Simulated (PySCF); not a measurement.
Splitting trees

Atom-mapped SMILES (the numbers label the heavy atoms): `[F:1][C:2]([F:3])([F:4])[C:5]([F:6])([F:7])[C:8]([F:9])([F:10])[F:11]`.

[PySCF: GFN2-xTB geometry; spin–spin couplings from B3LYP/pcJ-1; shieldings: GIAO PBE0/pcSseg-1; rapidly exchanging positions averaged; relativity neglected; a single conformation; in vacuum]

References, each an isolated molecule treated in the same way: 19F (σ = 170.95 ppm) vs CFCl3.

Spectrometer: 600 MHz for 1H. First-order analysis; couplings under 1 Hz (under 4 Hz in carbon signals) are ignored, and nearly equal couplings are merged; the smaller ones broaden or split the lines further.

(1) What pattern does F1/F3/F4/F9/F10/F11 show (19F)?

(2) What pattern does F6/F7 show (19F)?

Answers

(1) A triplet at δ -95.2: 4.7 Hz to F6/F7 (2 × 19F, 3 bonds away). Lines in Hz from the centre (relative intensity): +4.7 (1), +0.0 (2), -4.7 (1). The outer lines are 9.4 Hz apart, the sum of the couplings kept, or 0.017 ppm at this field.

(2) A septet at δ -149.1: 4.7 Hz to F1/F3/F4/F9/F10/F11 (6 × 19F, 3 bonds away). Lines in Hz from the centre (relative intensity): +14.1 (1), +9.4 (6), +4.7 (15), +0.0 (20), -4.7 (15), -9.4 (6), -14.1 (1). The outer lines are 28.2 Hz apart, the sum of the couplings kept, or 0.050 ppm at this field.
